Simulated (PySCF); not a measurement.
Be(SiH3)2 (BeH6Si2), SMILES [SiH3][Be][SiH3].

The structure is a stationary point at PBE0-D3(BJ)/def2-TZVP.

These are PySCF with TDA-ωB97X/def2-SVPD values and carry that method's errors.

Vertical excitations; the highest root listed may be one member of a degenerate set.  State labels are in the subgroup C2.

Computed lowest excited states:
```
state  symmetry  energy (eV)  λ (nm)      f                                                main pairs
-----  --------  -----------  ------  -----  --------------------------------------------------------
S1            A         4.49     276  0.000                              HOMO→LUMO+1 (degenerate set)
S2            B         4.49     276  0.000                                HOMO→LUMO (degenerate set)
S3            A         6.71     185  0.158                              HOMO−1→LUMO (degenerate set)
S4            B         6.71     185  0.158                            HOMO−1→LUMO+1 (degenerate set)
S5            B         7.24     171  0.506                                          HOMO→LUMO+2 91 %
S6            A         7.45     166  0.000                      HOMO−2→LUMO 45 %, HOMO−3→LUMO+1 45 %
S7            B         7.49     166  0.000                      HOMO−4→LUMO 45 %, HOMO−5→LUMO+1 45 %
S8            A         7.64     162  0.033  HOMO−2→LUMO, HOMO−3→LUMO+1, HOMO→LUMO+7 (degenerate set)
S9            B         7.64     162  0.033  HOMO−3→LUMO, HOMO−2→LUMO+1, HOMO→LUMO+6 (degenerate set)
S10           B         7.71     161  0.000                      HOMO−5→LUMO+1 46 %, HOMO−4→LUMO 46 %
T1            B         3.85     322      0                                HOMO→LUMO (degenerate set)
T2            A         3.85     322      0                              HOMO→LUMO+1 (degenerate set)
T3            A         5.11     243      0                              HOMO−1→LUMO (degenerate set)
T4            B         5.11     243      0                            HOMO−1→LUMO+1 (degenerate set)
```
Triplets are in the Tamm–Dancoff approximation.
